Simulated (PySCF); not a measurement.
MnO3F (singlet state).
Structure used (PBE0-D3(BJ)/def2-SVP), in Å, numbered top down from 1:
```
atom  x, y, z in Å
Mn1    0.0211    0.0398    0.0150
O2    -0.0533    0.1412    1.5430
O3     1.4789   -0.0004   -0.4551
O4    -0.7140    1.2153   -0.6365
F5    -0.7326   -1.3959   -0.4664
```

Method used: TDDFT CAM-B3LYP/def2-SVPD, vertical, gas phase, core orbitals frozen in the response in PySCF 2.14.0, density-fitted response routines.

Ground-to-excited transition dipoles (e·a0, same axes as the geometry; the sign carries no meaning), for the states with f of 0.002 or more among the lowest 11:

```csv
state,E (eV),μx,μy,μz
S4,3.269,0.105,0.203,0.065
S5,3.469,-0.119,0.095,-0.107
S6,3.472,-0.118,0.015,0.145
S8,4.166,-0.039,0.062,-0.126
S9,4.168,0.124,-0.045,-0.061
S10,4.627,-0.184,0.108,-0.035
S11,4.633,-0.063,-0.036,0.208
```

Work out the oscillator strengths.

f = (2/3) ΔE |μ|² with ΔE in hartree (27.2114 eV).

```tsv
state	|μ|² (au)	|μ| (D)	f
S4	0.056	0.60	0.005
S5	0.035	0.47	0.003
S6	0.035	0.48	0.003
S8	0.021	0.37	0.002
S9	0.021	0.37	0.002
S10	0.047	0.55	0.005
S11	0.048	0.56	0.005
```

Label these states by symmetry in C3v.

Polarised along the main axis, so A1: S4. Polarised across the main axis, so E: S5, S6, S8, S9, S10 and S11.

S5/S6, S8/S9 and S10/S11 coincide within about 0.01 eV; within a degenerate level the directions of the single components are arbitrary.
